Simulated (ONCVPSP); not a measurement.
**What one change does to a pseudopotential (holmium, ONCV)**

| Property | Result |
| --- | --- |
| Element | holmium |
| Generator | ONCVPSP 4.0.1 |
| Type | optimised norm-conserving Vanderbilt (ONCV) |
| Functional | PBE |
| Relativity | scalar-relativistic |
| Frozen core | [Kr] 4d10 4f10 |
| Valence charge | 11 |
| Reference configuration | 5s2 5p6 (charge +3) |
| Partial waves | 5s: rc 2.15 bohr, ncon 5, nbas 9, qcut 4.6 1/bohr, 2 projectors, debl 1.6 Ha; 5p: rc 2.05 bohr, ncon 3, nbas 6, qcut 5.6 1/bohr, 2 projectors, debl 0.9 Ha; d scattering state at 0.18 Ha: rc 2.05 bohr, ncon 4, nbas 8, qcut 5.5 1/bohr, 2 projectors, debl 0.8 Ha; f scattering state at 0.09 Ha: rc 1.70 bohr, ncon 4, nbas 9, qcut 5.8 1/bohr, 3 projectors, debl 3.1 Ha |
| Local potential | polynomial inside 1.30 bohr (lpopt 4, dvloc0 1 Ha) |
| Core correction | Teter function, fcfact 3, rcfact 1.05 |

In the s channel the program set the typed energies aside and used -2.945, 0.050 Ha. In the p channel the program set the typed energies aside and used -2.003, 0.250 Ha. In the d channel the program set the typed energies aside and used 0.050, 0.850 Ha.

All-electron outer shells of the reference configuration (PBE, scalar-relativistic, ld1.x):

| shell | level (eV) | outermost node (bohr) | outermost maximum (bohr) |
| --- | --- | --- | --- |
| 4f | -35.09 | – | 0.52 |

Change: s: qcut 3.5.

Cutoffs: the cutoffs (Ha) at which the residual kinetic energy of the hardest occupied pseudo-wave falls to 1 and 0.1 mHa per electron; they do not see the model core or the augmentation charge, which bear on the density cutoff. Errors are all-electron minus pseudo energies relative to the spin-unpolarised reference configuration.

Task: Predict the effect on cutoff, ghosts and configuration errors.

Result: The potential gets harder (9.7 Ha and 41 Ha → 25 Ha and 47 Ha); both files keep a bound ghost (f); the errors of the 3 common tests hardly move.

| quantity | base | changed |
| --- | --- | --- |
| cutoff, loose | 9.7 Ha | 25 Ha |
| cutoff, tight | 41 Ha | 47 Ha |
| loose cutoff by channel | s 9.7 Ha, p 7.7 Ha | s 25 Ha, p 7.7 Ha |
| bound ghosts | f | f |
| GHOST(+) flags under 300 eV | s at 113.6 eV | none |
| tests counted as reliable (solved cleanly; for ONCVPSP, near-neutral configurations with less than one 5d electron left out) | 3 of 4 | 3 of 4 |
| error for 5s2 5p6 5d1 6s1, meV [ΔE -32.54 eV] | +88 | +90 |
| error for 5s2 5p6 5d1, meV [ΔE -19.94 eV] | +1.4 | +1.5 |
| error for 5s2 5p6 5d1 6s1.5, meV [ΔE -36.67 eV] | +142 | +145 |
| s: phases at 2.18 bohr within 0.05 rad from the reference energy up to (Ha; the scan ends near 5) | 3.3 | 2.9 |
| p: phases at 2.08 bohr within 0.05 rad from the reference energy up to (Ha; the scan ends near 5) | to the end of the scan | to the end of the scan |
| d: phases at 2.08 bohr within 0.05 rad from the reference energy up to (Ha; the scan ends near 5) | to the end of the scan | to the end of the scan |
| f: phases at 1.73 bohr within 0.05 rad from the reference energy up to (Ha; the scan ends near 5) | to the end of the scan | to the end of the scan |
| rms error of d²Exc/dni dnj with the model core, mHa | 12.30 | 12.97 |

 A true bound ghost makes a file unfit for plane-wave use even where its test errors are small: the radial tests pick states by their node count and pass the ghost by.
